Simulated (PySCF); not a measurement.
# Correlation energy of Sb⁺ (antimony, charge +1)

[Kr] 4d10 5s2 5p2, high-spin 3P determinant. Calculation: PySCF 2.14, in x2c-SVPall (6s5p3d, 36 functions); scalar relativity by spin-free X2C-1e. Frozen: [Kr] 4d10; 4 electrons correlated.

MP2 pair energies summed by pair of shells (mhartree):

```json
{"pair": "5s-5p", "energy": "-20.21", "share (%)": "59.4"}
{"pair": "5s-5s", "energy": "-10.35", "share (%)": "30.4"}
{"pair": "5p-5p", "energy": "-3.45", "share (%)": "10.2"}
```

Total MP2 correlation energy: -34.01 mhartree.

Same-spin part -5.77 and opposite-spin part -28.24 mhartree; SCS-MP2 scales them by 1/3 and 6/5 to -35.81 mhartree.

| level | correlation energy (mhartree) |
| --- | --- |
| CCSD | -47.81 |
| (T) | -0.48 |
| CCSD(T) | -48.29 |

Diagnostics: T1 = 0.0068, D1 = 0.0186, largest double amplitude 0.097.

Cost of the coupled-cluster step: 0.1 s of wall time on 1 thread of Neoverse-V1 (shared host), for 4 correlated electrons.

Iterations:

```
CC2 = 0
CCSD nocc = (np.int64(3), np.int64(1)), nmo = (13, 13)
frozen orbitals [[0, 1, 2, 3, 4, 5, 6, 7, 8, 9, 10, 11, 12, 13, 14, 15, 16, 17, 18, 19, 20, 21, 22], [0, 1, 2, 3, 4, 5, 6, 7, 8, 9, 10, 11, 12, 13, 14, 15, 16, 17, 18, 19, 20, 21, 22]]
max_cycle = 100
direct = 0
conv_tol = 1e-08
conv_tol_normt = 1e-06
diis_space = 8
diis_start_cycle = 0
Init t2, MP2 energy = -0.0340124041589586
Init E_corr(UCCSD) = -0.0340124041857457
cycle = 1  E_corr(UCCSD) = -0.0435006844999174  dE = -0.00948828031  norm(t1,t2) = 0.0459117
cycle = 2  E_corr(UCCSD) = -0.0462914577894905  dE = -0.00279077329  norm(t1,t2) = 0.0167187
cycle = 3  E_corr(UCCSD) = -0.0478108752265085  dE = -0.00151941744  norm(t1,t2) = 0.00713244
cycle = 4  E_corr(UCCSD) = -0.0478013250164051  dE = 9.5502101e-06  norm(t1,t2) = 0.0011861
cycle = 5  E_corr(UCCSD) = -0.0478108214191977  dE = -9.49640279e-06  norm(t1,t2) = 0.00014953
cycle = 6  E_corr(UCCSD) = -0.0478078401411952  dE = 2.981278e-06  norm(t1,t2) = 2.09581e-05
cycle = 7  E_corr(UCCSD) = -0.0478088054817262  dE = -9.65340531e-07  norm(t1,t2) = 3.67302e-06
cycle = 8  E_corr(UCCSD) = -0.0478085735429951  dE = 2.31938731e-07  norm(t1,t2) = 8.45166e-07
cycle = 9  E_corr(UCCSD) = -0.0478086179174082  dE = -4.43744131e-08  norm(t1,t2) = 1.76646e-07
cycle = 10  E_corr(UCCSD) = -0.0478086109179088  dE = 6.99949938e-09  norm(t1,t2) = 3.42537e-08
UCCSD converged
E(UCCSD) = -6476.98868627299  E_corr = -0.04780861091790882
UCCSD(T) correction = -0.000476879538974791
```
